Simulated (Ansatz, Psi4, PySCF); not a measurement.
C5H7 (SMILES [CH]1CC12CC2), doublet, geometry from GFN2-xTB. Base run: CAMB3LYP/cc-pVDZ (PySCF).

Geometry (Å):
```xyz
12

C     -0.0059     0.0626     0.0492
C      0.0528     0.7415     1.2978
C     -0.0414    -0.7357     1.3217
C      0.7168     0.0191    -1.2587
C     -0.7871     0.0670    -1.2200
H      0.7199     1.4439     1.7454
H     -0.9830    -1.1909     1.6053
H      0.8195    -1.3299     1.6149
H      1.1926    -0.9105    -1.5369
H      1.2530     0.9011    -1.5773
H     -1.3358    -0.8261    -1.4813
H     -1.2771     0.9853    -1.5101
```
Charge 0, spin multiplicity 2.
Orbitals are unrestricted.
All else is at PySCF's defaults.

The same geometry, method and basis name were run in Ansatz (a quantum-chemistry and plane-wave program) and Psi4 and PySCF, at each program's defaults and at the settings that a row names. The base is PySCF at its defaults. Differences at the defaults can come from grids, fitting, cores and function types together.

```csv
code and settings,ΔE vs base (µEh),basis functions,E (Eh),SCF cycles,dipole (D)
"PySCF, defaults (exact integrals, its default grid, spherical functions)",0.0,105,-194.47690,11,0.63
"Psi4, defaults (density fitting with its default set, its default grid, spherical functions)",-129,105,-194.47703,9,0.63
"Ansatz, defaults (factorised integrals, its default grid, spherical functions)",13.9,105,-194.47689,-,-
"PySCF, density fitting with def2-universal-jkfit",-93.3,105,-194.47699,11,0.63
"PySCF, fine grid",-0.3,105,-194.47690,11,0.63
"Psi4, exact integrals, spherical functions, fine grid",-0.4,105,-194.47690,14,0.63
"Ansatz, high accuracy",-0.3,105,-194.47690,-,-
```

Open shells are given as the SCF converged; they aren't shown to be the lowest states, and a large step between rows can be another state.
